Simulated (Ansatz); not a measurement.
H2P (SMILES [PH2+]): geometry of the low-spin state from B3LYP-D3(BJ)/def2-TZVP.
(charge 1, multiplicity 1):
```xyz
3

P     -0.00041     0.11677     0.00000
H     -1.02299    -0.87941     0.00000
H      1.02917    -0.87217     0.00000
```
The high-spin state stands at its own minimum; R- takes a restricted low-spin state.

Run with Ansatz (a first-principles code). 

The gap E(multiplicity 1) − E(multiplicity 3) (kcal/mol) and the share of exact exchange:

```
functional           exact exchange (%)   value
-------------------  ------------------  ------
R-PBE/def2-TZVPP                      0  -12.67
R-PBE0/def2-TZVPP                    25  -11.27
R-B3LYP/def2-TZVPP                   20  -16.69
R-BHLYP/def2-TZVPP                   50  -15.20
R-r2SCAN/def2-TZVPP                   0   -6.79
```

### Question
Take the value as linear in the share of exact exchange along PBE and PBE0. Give the slope, say whether the sign turns, and set the other functionals against that line.

### Answer

Slope: (-11.27 − (-12.67))/2.5 = 0.56 kcal/mol for each 10 %. The line keeps its sign from 0 to 100 %. At 50 % it gives -9.9 kcal/mol. From B3LYP to BHLYP the slope is (-15.20 − (-16.69))/3 = 0.50 for each 10 %. BHLYP, at 50 %, lies -5.3 from the PBE line. B3LYP, at 20 %, lies -5.1 from the PBE line. r2SCAN, with none, stands 5.9 from PBE.

Doubts at one or more of the structures used: a restricted determinant that unrestricted orbitals would lower (R-PBE0/def2-TZVPP, R-r2SCAN/def2-TZVPP).
